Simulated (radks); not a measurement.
Species: N. Configuration: [He] 2s2 2p3.

Method: scalar-relativistic Kohn-Sham, RPBE, spin-polarised, spherical densities, finite nucleus; open shells are filled with parallel spins first; Fermi nuclear charge, rms radius 2.5582 fm; computed with a radial shooting solver on a logarithmic mesh with Libxc functionals.

Energy parts (eV):
total: -1486.839
kinetic: 1484.287
electron-nucleus: -3496.361
Hartree: 710.013
exchange-correlation: -184.778

Orbitals (lengths in bohr, moments of r in powers of bohr; r(90%) holds 90 % of the orbital's charge):
orbital  occ.  eigenvalue (eV)  r(90%)   <1/r>
1s up       1        -384.4744   0.412   6.641
1s down     1        -383.1110   0.411   6.657
2s up       1         -19.9375    2.08   1.116
2s down     1         -15.3214    2.21   1.069
2p up       3          -8.2638    2.49  0.9578
2p down     0          -4.0736    3.03  0.8629

The highest occupied level is 2p up at -8.264 eV. Spin moment in Bohr magnetons: 3. For comparison, the ionisation energy in NIST's Atomic Spectra Database is 14.534 eV (measured). In exact Kohn-Sham theory the highest level is minus the ionisation energy, but local and semilocal functionals leave it too shallow, through self-interaction and a potential that decays too fast; potentials with the right tail come closer. The density falls to 0.001 e/bohr^3 at r = 3.42 bohr. Summed over all electrons, <r^2> = 12.59 bohr^2, which gives a Langevin (diamagnetic) susceptibility term of -9.97 x 10^-6 cm^3/mol.
